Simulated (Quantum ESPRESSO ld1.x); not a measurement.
The numbers below are computed, except where a source is named.
Task: The mean radii <r> (bohr) of the occupied orbitals of an atom or ion are listed with their occupations. Level of theory: scalar-relativistic Kohn-Sham, PBEsol, spin-unpolarised, spherical densities, point nucleus (ld1.x of Quantum ESPRESSO 7.5).

| orbital | occ. | <r> |
|---|---|---|
| 1s | 2 | 0.05008 |
| 2s | 2 | 0.2096 |
| 2p | 1 | 0.1797 |

Name the element and its charge.

Result: Z = 30, zinc, charge +25: Zn25+ in [He] 2s2 2p1. The 1s radius gives Z: for a bare nucleus <r> = (2 gamma + 1)/(2Z) with gamma = sqrt(1 - (Z/c)^2), 0.04919 bohr for Z = 30, and screening makes it slightly larger (0.05008 here). The occupations add up to 5, and the charge is Z minus that.
